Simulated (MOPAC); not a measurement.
Input for MOPAC: PM3 on SF-, 2S+1 = 1, a point of a bond scan (R = 1.824 Å). Charge -1.

```
PM3 1SCF PRECISE CHARGE=-1 THREADS=1
FS

F      0.00000000 1     0.00000000 1     0.00000000 1
S      0.00000000 1     0.00000000 1     1.82410200 1
```

The log:

```
*******************************************************************************
 **                                                                           **
 **                              MOPAC v23.2.5                                **
 **                                                                           **
 *******************************************************************************
 ** MOPAC's Digital Object Identifier: https://doi.org/10.5281/zenodo.6511958 **
 **                                                                           **
 ** Please cite the open-source release paper for use of this MOPAC version:  **
 ** J. E. Moussa and J. J. P. Stewart (2026)                                  **
 ** MOPAC: An open-source semiempirical molecular orbital program             **
 ** J. Open Source Softw., 11(119), 8025, https://doi.org/10.21105/joss.08025 **
 *******************************************************************************

                              PM3 CALCULATION RESULTS

 *******************************************************************************
 *  PM3        - The PM3 Hamiltonian to be used
 *
 *
 *
 *                 CHARGE ON SYSTEM = -1
 *
 *
 *
 *  PRECISE    - TIGHTER CRITERIA TO BE USED
 *  1SCF       - DO 1 SCF AND THEN STOP
 *  THREADS=1  - MULTI-THREADING NOT USED
 *  T=         - A TIME OF 172800.0 SECONDS REQUESTED
 *  DUMP=N     - RESTART FILE WRITTEN EVERY 7200.0 SECONDS REQUESTED
 *******************************************************************************
PM3 1SCF PRECISE CHARGE=-1 THREADS=1
 FS

   ATOM   CHEMICAL          X               Y               Z
  NUMBER   SYMBOL      (ANGSTROMS)     (ANGSTROMS)     (ANGSTROMS)

     1       F          0.00000000  *   0.00000000  *   0.00000000  *
     2       S          0.00000000  *   0.00000000  *   1.82410200  *



          CARTESIAN COORDINATES

    NO.       ATOM           X           Y           Z

     1         F          0.0000      0.0000      0.0000
     2         S          0.0000      0.0000      1.8241

  F: (PM3): J. J. P. STEWART, J. COMP. CHEM. 10, 209 (1989).
  S: (PM3): J. J. P. STEWART, J. COMP. CHEM. 10, 209 (1989).

           Empirical Formula: F S  =     2 atoms



      MOLECULAR POINT GROUP   :   C*v


      RHF CALCULATION, NO. OF DOUBLY OCCUPIED LEVELS = 7


 -------------------------------------------------------------------------------
 PM3 1SCF PRECISE CHARGE=-1 THREADS=1
 FS



     1SCF WAS SPECIFIED, SO BFGS WAS NOT USED
     SCF FIELD WAS ACHIEVED


                              PM3 CALCULATION
                                                       MOPAC v23.2.5 Linux




          FINAL HEAT OF FORMATION =        -56.54064 KCAL/MOL =    -236.56603 KJ/MOL


          COSMO AREA              =         70.89 SQUARE ANGSTROMS
          COSMO VOLUME            =         53.60 CUBIC ANGSTROMS

          IONIZATION POTENTIAL    =          3.007730 EV
          HOMO LUMO ENERGIES (EV) =         -3.008  5.638
          NO. OF FILLED LEVELS    =          7
          MOLECULAR WEIGHT        =         51.0584         POINT GROUP:  C*v

          MOLECULAR DIMENSIONS (Angstroms)

            Atom       Atom       Distance
            S     2    F     1     1.82410
            S     2    F     1     0.00000
            F     1    S     2     0.00000


          SCF CALCULATIONS        =          1





   ATOM   CHEMICAL          X               Y               Z
  NUMBER   SYMBOL      (ANGSTROMS)     (ANGSTROMS)     (ANGSTROMS)

     1       F          0.00000000  *   0.00000000  *   0.00000000  *
     2       S          0.00000000  *   0.00000000  *   1.82410200  *

                             CARTESIAN COORDINATES

   1    F        0.000000000     0.000000000     0.000000000
   2    S        0.000000000     0.000000000     1.824102000


           Empirical Formula: F S  =     2 atoms



      MOLECULAR POINT GROUP   :   C*v


                  EIGENVALUES
 -19.33651 -13.30123 -10.14411 -10.14411  -9.33998  -3.00773  -3.00773   5.63770


              NET ATOMIC CHARGES AND DIPOLE CONTRIBUTIONS

  ATOM NO.   TYPE          CHARGE      No. of ELECS.   s-Pop       p-Pop
    1          F          -0.285148        7.2851     1.82098     5.46417
    2          S          -0.714852        6.7149     1.98156     4.73329
 DIPOLE           X         Y         Z       TOTAL
 POINT-CHG.     0.000     0.000    -0.762     0.762
 HYBRID         0.000    -0.000    -0.379     0.379
 SUM            0.000    -0.000    -1.141     1.141


          ATOMIC ORBITAL ELECTRON POPULATIONS

     Atom    s        px        py        pz
    1  F   1.82098   2.00000   2.00000   1.46417
    2  S   1.98156   2.00000   2.00000   0.73329

 **********************
 *                    *
 * JOB ENDED NORMALLY *
 *                    *
 **********************




 == MOPAC DONE ==
```

The run finished.

Cost: very roughly 0.020 core-seconds.
